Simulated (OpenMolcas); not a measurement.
# Mo2+: moving or changing the point charges

Mo2+ among 3 point charges of -1.5 e arranged as a planar triangle (D3h), 2.2 Å from the ion.

* Program: OpenMolcas 26.06
* Method: CASSCF
* Basis: ANO-RCC-VDZP [6s5p3d1f]
* Scalar Hamiltonian: DKH2, point nucleus
* Active space: 4 electrons in 5 orbitals (4d)
* State averaging: 2S+1 = 5 even, 5 roots; 2S+1 = 3 even, 45 roots; 2S+1 = 1 even, 50 roots
* Spin-orbit coupling: state interaction with AMFI integrals over the reference wave functions

Runs around this geometry, states (labels of D3, the rotations of D3h). Energies in cm-1 above the lowest state or level, χT in cm3 K/mol.

```csv
R (Å),q (e),Ground state,First state of that spin,First gap with spin-orbit (degeneracies),χT at 300 K,First state of another spin
2.2,-0.98,5E,5E 7261,"2.5 (1, 1)",1.391,3A2 15899
2.03,-1.5,5E,5E 13353,"1.6 (1, 1)",1.464,3A2 12477
2.2,-1.5,5E,5E 10801,"1.8 (1, 1)",1.424,3A1 14784
2.37,-1.5,5E,5E 8796,"2.1 (1, 1)",1.401,3A2 15404
```

Taking the first state of the same spin as R^-n, n = -ln(8796 / 13353) / ln(2.37 / 2.03) = 2.7 between the shortest and longest distance.

Scaling the charges by -0.98 / -1.5 = 0.65 scales the first state of the same spin by 7261 / 10801 = 0.67; with fixed orbitals a first-order splitting would follow the charge.

An orbital doublet at a regular site is open to a Jahn-Teller distortion, which this geometry leaves out. Without dynamic correlation the repulsion within the d shell is too large (B by tens of per cent), so at a given field states of lower spin stand too high. Point charges give a weaker field than real ligands, and real ions of this kind are as a rule low spin; the high spin found here belongs to the model. Point charges carry no covalency, so the field is a model and not that of real ligands. No measured value stands beside these numbers.
